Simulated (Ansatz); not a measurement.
`CC[N](C)[InH2]` + CH₃SH → `C[S][InH2]` + `CCNC` at 500 K and 1 bar (ligand exchange at the In–N bond).

Computed with Ansatz on PBE0-D4/def2-TZVP structures; ΔE is electronic, products minus reactants. CCSD(T)/CBS is the MP2 limit (def2-TZVPP, def2-QZVPP) plus CCSD(T) − MP2 in def2-TZVPP, frozen cores. This one scheme is used for every species. def2 core potentials past Kr. For In outer-core shells are correlated without core-valence functions, which leaves a few kJ/mol of doubt a bond. One conformer a species, not always the lowest.

```json
{"species": "`CC[N](C)[InH2]`", "CCSD(T)/CBS energy (Eh)": "-364.66442", "H − E (kJ/mol)": "375.3", "S (J/(mol·K))": "450.2"}
{"species": "CH₃SH", "CCSD(T)/CBS energy (Eh)": "-438.22835", "H − E (kJ/mol)": "145.1", "S (J/(mol·K))": "283.7"}
{"species": "`C[S][InH2]`", "CCSD(T)/CBS energy (Eh)": "-628.65181", "H − E (kJ/mol)": "171.9", "S (J/(mol·K))": "388.4"}
{"species": "`CCNC`", "CCSD(T)/CBS energy (Eh)": "-174.26710", "H − E (kJ/mol)": "357.3", "S (J/(mol·K))": "359.1"}
```

H − E and S are ideal-gas, rigid-rotor, harmonic terms from PBE0-D4/def2-TZVP, for one conformer and one mirror image of each species. 1 Eh = 2625.50 kJ/mol, R = 8.31446 J/(mol·K).

Question: By hand: ΔE, ΔH, ΔS and ΔG.

Answer: ΔE = (-628.65181) + (-174.26710) − (-364.66442) − (-438.22835) = -0.02614 Eh = -68.6 kJ/mol. Δ(H − E) = 171.9 + 357.3 − 375.3 − 145.1 = 8.8, so ΔH = -59.8 kJ/mol. ΔS = 388.4 + 359.1 − 450.2 − 283.7 = 13.6 J/(mol·K). ΔG = -59.8 − 500 × (13.6)/1000 = -66.6 kJ/mol.

Question: By hand: the equilibrium constant, and the temperature at which ΔG would vanish if ΔH and ΔS stayed fixed.

Answer: log₁₀ K = −ΔG/(RT ln 10) = 7.0. ΔH and −TΔS have one sign here, so there is no such temperature.

The number of gas molecules stays the same, so ΔS is small and ΔH decides. A doubt of 5 kJ/mol in ΔE shifts log₁₀ K by 0.5 here. Other conformers and mirror images would add mixing entropy, several J/(mol·K) or more a flexible species. Modes under 60 cm⁻¹, often nearly free rotors, make the harmonic entropy too high. These are equilibria of isolated gas molecules and say nothing of rates. Largest T1 diagnostic: 0.016 (customary marks: 0.02 for closed shells, 0.045 for open ones).
